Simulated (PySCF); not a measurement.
CBr (SMILES [C]Br), doublet, at a GFN2-xTB geometry; B3LYP/6-311G** (PySCF).

PySCF was given this input:
```python
from pyscf import gto, scf, dft

mol = gto.Mole()
mol.atom = '''
    C    -0.000000   -0.000000   -1.503328
    Br    0.000000    0.000000    0.257713
'''
mol.basis = '6-311g**'
mol.charge = 0
mol.spin = 1
mol.verbose = 4
mol.build()

mf = dft.UKS(mol)
mf.xc = 'b3lyp'
mf.grids.prune = dft.gen_grid.sg1_prune
mf.kernel()
mf.analyze()
```

What the program printed (banner, timings and long lists left out):

```
PySCF version 2.14.0

[INPUT] verbose = 4
[INPUT] num. atoms = 2
[INPUT] num. electrons = 41
[INPUT] charge = 0
[INPUT] spin (= nelec alpha-beta = 2S) = 1
[INPUT] symmetry False subgroup None
[INPUT] Mole.unit = angstrom
[INPUT] Symbol           X                Y                Z      unit          X                Y                Z       unit  Magmom
[INPUT]  1 C      0.000000000000   0.000000000000  -1.503328000000 AA    0.000000000000   0.000000000000  -2.840878195390 Bohr   0.0
[INPUT]  2 Br     0.000000000000   0.000000000000   0.257713000000 AA    0.000000000000   0.000000000000   0.487006988740 Bohr   0.0

nuclear repulsion = 63.1031385942747
number of shells = 26
number of NR pGTOs = 115
number of NR cGTOs = 62
basis = 6-311g**
ecp = {}

******** <class 'pyscf.dft.uks.UKS'> ********
method = UKS
initial guess = minao
damping factor = 0
level_shift factor = 0
DIIS = <class 'pyscf.scf.diis.CDIIS'>
diis_start_cycle = 1
diis_space = 8
diis_damp = 0
SCF conv_tol = 1e-09
SCF conv_tol_grad = None
SCF max_cycles = 50
direct_scf = True
direct_scf_tol = 1e-13
number electrons alpha = 21  beta = 20
XC library pyscf.dft.libxc version 7.1.2
    S. Lehtola, C. Steigemann, M. J. T. Oliveira, and M. A. L. Marques,  SoftwareX 7, 1–5 (2018)
XC functionals = b3lyp
    P. J. Stephens, F. J. Devlin, C. F. Chabalowski, and M. J. Frisch,  J. Phys. Chem. 98, 11623 (1994)
radial grids:
    Treutler-Ahlrichs [JCP 102, 346 (1995); DOI:10.1063/1.469408] (M4) radial grids

becke partition: Becke, JCP 88, 2547 (1988); DOI:10.1063/1.454033
pruning grids: <function sg1_prune>
grids dens level: 3
symmetrized grids: False
atomic radii adjust function: <function treutler_atomic_radii_adjust>
small_rho_cutoff = 0
Set gradient conv threshold to 3.16228e-05
Traceback (most recent call last):
  File "input.py", line 17, in <module>
  File "<string>", line 2, in kernel
  File "site-packages/pyscf/scf/hf.py", line 2099, in scf
  File "site-packages/pyscf/scf/hf.py", line 132, in kernel
  File "site-packages/pyscf/dft/uks.py", line 42, in get_veff
  File "site-packages/pyscf/dft/uks.py", line 192, in initialize_grids
  File "site-packages/pyscf/dft/rks.py", line 506, in initialize_grids
  File "site-packages/pyscf/dft/gen_grid.py", line 653, in build
  File "<string>", line 6, in gen_atomic_grids
  File "site-packages/pyscf/dft/gen_grid.py", line 318, in gen_atomic_grids
  File "site-packages/pyscf/dft/gen_grid.py", line 81, in sg1_prune
IndexError: index 35 is out of bounds for axis 0 with size 19
```

The input was rejected before any calculation.
